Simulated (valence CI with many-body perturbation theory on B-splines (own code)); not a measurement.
# Level structure of Kr XXXI

Level of theory: valence CI with perturbative core correlation (CI+MBPT): four valence electrons over a frozen Dirac-Fock core [He], radial functions for each j: 11 s, 11 p, 9 d, 7 f, 5 g, 2 h, 1 i, with the one-electron correlation potential Σ1, the two-electron term Σ2, the three-electron term Σ3, Breit, model QED; selected CI, second order for the rest (own B-spline code, finite nucleus).

The last digits are not significant, and no measured levels were compared; by estimate large intervals hold to a few tenths of a per cent, small ones and those within an open d or f shell to about a per cent. Among the levels kept, up to 250 cm⁻¹ of a level comes from second order outside the variational space, and about a tenth of that is noise between levels of different J, which matters for small intervals.

Levels 1 to 45 of 114, with energies above the lowest level, (2s^2 2p1/2^2) J=0. "Leading %" is the weight of the configuration and term that name the level; weights of strongly mixed levels are sums over their largest components and can fall short. In the jj column 3d3/2^4 stands for four electrons in 3d with j = 3/2. Lifetimes count E1, E2, E3, M1 and M2 decay at the calculated energies, and are blank where another channel may lead or the interval is too uncertain; long ones can be off by a factor of two.

```tsv
No.	Configuration	Term	J	E (eV)	Leading %	Lifetime	g	Leading jj
1	2s2 2p2	3P	0	0.0	79			2s^2 2p1/2^2 (97 %)
2	2s2 2p2	3P	1	49.2	99	1.13 μs	1.494	2s^2 2p1/2 2p3/2 (99 %)
3	2s2 2p2	1D	2	59.3	51	255 μs	1.237	2s^2 2p1/2 2p3/2 (97 %)
4	2s2 2p2	3P	2	115.9	50	495 ns	1.248	2s^2 2p3/2^2 (96 %)
5	2s2 2p2	1S	0	139.8	77	229 ns		2s^2 2p3/2^2 (96 %)
6	2s 2p3	5S°	2	145.7	73	557 ps	1.839	2s 2p1/2^2 2p3/2 (72 %)
7	2s 2p3	3D°	1	189.8	58	16.0 ps	0.891	2s 2p1/2^2 2p3/2 (84 %)
8	2s 2p3	3D°	2	205.0	63	44.0 ps	1.364	2s 2p1/2 2p3/2^2 (78 %)
9	2s 2p3	3D°	3	221.2	100	56.4 ps	1.326	2s 2p1/2 2p3/2^2 (100 %)
10	2s 2p3	3P°	0	242.3	100	15.1 ps		2s 2p1/2 2p3/2^2 (100 %)
11	2s 2p3	3P°	1	248.0	51	10.7 ps	1.275	2s 2p1/2 2p3/2^2 (89 %)
12	2s 2p3	1D°	2	255.9	46	9.94 ps	1.204	2s 2p1/2 2p3/2^2 (74 %)
13	2s 2p3	3S°	1	266.8	48	5.30 ps	1.554	2s 2p1/2 2p3/2^2 (86 %)
14	2s 2p3	1D°	2	301.4	51	10.1 ps	1.231	2s 2p3/2^3 (76 %)
15	2s 2p3	1P°	1	333.6	58	4.51 ps	1.250	2s 2p3/2^3 (88 %)
16	2p4	3P	2	377.3	77	7.09 ps	1.384	2p1/2^2 2p3/2^2 (97 %)
17	2p4	3P	0	402.2	56	5.56 ps		2p1/2^2 2p3/2^2 (93 %)
18	2p4	3P	1	431.7	99	5.05 ps	1.494	2p1/2 2p3/2^3 (99 %)
19	2p4	1D	2	443.9	78	6.40 ps	1.101	2p1/2 2p3/2^3 (98 %)
20	2p4	1S	0	514.8	55	4.03 ps		2p3/2^4 (93 %)
21	2s2 2p 3s	3P°	0	2013.9	98	116 fs		2s^2 2p1/2 3s (98 %)
22	2s2 2p 3s	3P°	1	2015.7	69	92.1 fs	1.347	2s^2 2p1/2 3s (98 %)
23	2s2 2p 3p	3D	1	2047.4	70	6.71 ps	0.669	2s^2 2p1/2 3p1/2 (98 %)
24	2s2 2p 3p	3P	0	2063.4	74	1.33 ps		2s^2 2p1/2 3p1/2 (94 %)
25	2s2 2p 3p	3P	1	2069.3	39	1.40 ps	1.467	2s^2 2p1/2 3p3/2 (93 %)
26	2s2 2p 3p	3D	2	2071.2	64	4.10 ps	1.173	2s^2 2p1/2 3p3/2 (95 %)
27	2s2 2p 3s	3P°	2	2074.4	96	93.9 fs	1.494	2s^2 2p3/2 3s (96 %)
28	2s2 2p 3s	1P°	1	2078.6	69	72.7 fs	1.138	2s^2 2p3/2 3s (97 %)
29	2s2 2p 3d	3F°	2	2101.5	74	86.1 fs	0.756	2s^2 2p1/2 3d3/2 (98 %)
30	2s 2p2 3s	5P	1	2104.0	72	142 fs	2.260	2s 2p1/2^2 3s (76 %)
31	2s2 2p 3d	3P°	2	2113.2	43	14.9 fs	1.265	2s^2 2p1/2 3d5/2 (97 %)
32	2s2 2p 3d	3D°	1	2113.3	55	9.85 fs	0.808	2s^2 2p1/2 3d3/2 (96 %)
33	2s2 2p 3d	3F°	3	2113.6	58	19.5 fs	1.115	2s^2 2p1/2 3d5/2 (96 %)
34	2s2 2p 3p	3P	1	2114.1	54	1.39 ps	1.398	2s^2 2p3/2 3p1/2 (90 %)
35	2s2 2p 3p	3P	2	2116.8	35	1.99 ps	1.239	2s^2 2p3/2 3p1/2 (90 %)
36	2s 2p2 3s	3P	0	2118.5	82	111 fs		2s 2p1/2^2 3s (80 %)
37	2s2 2p 3p	3D	3	2125.2	95	4.48 ps	1.330	2s^2 2p3/2 3p3/2 (95 %)
38	2s2 2p 3p	3S	1	2126.0	50	3.40 ps	1.499	2s^2 2p3/2 3p3/2 (93 %)
39	2s2 2p 3p	1D	2	2137.1	44	494 fs	1.310	2s^2 2p3/2 3p3/2 (74 %)
40	2s 2p2 3p	5D°	0	2138.3	73	446 fs		2s 2p1/2^2 3p1/2 (82 %)
41	2s 2p2 3p	5D°	1	2139.3	42	137 fs	1.627	2s 2p1/2^2 3p1/2 (79 %)
42	2s 2p2 3s	5P	2	2142.1	80	175 fs	1.727	2s 2p1/2 2p3/2 3s (80 %)
43	2s2 2p 3p	1S	0	2151.0	73	827 fs		2s^2 2p3/2 3p3/2 (94 %)
44	2s 2p2 3s	3P	1	2155.7	80	84.8 fs	1.563	2s 2p1/2 2p3/2 3s (91 %)
45	2s 2p2 3s	5P	3	2158.7	71	107 fs	1.565	2s 2p1/2 2p3/2 3s (82 %)
```

The ionisation energy to 2s2 2p 2P°_1/2 of the next ion comes out as 3590.4 eV (NIST: 3584 ± 4 eV (semi-empirical)). All 114 levels together are meant to be complete up to 2280.5 eV.
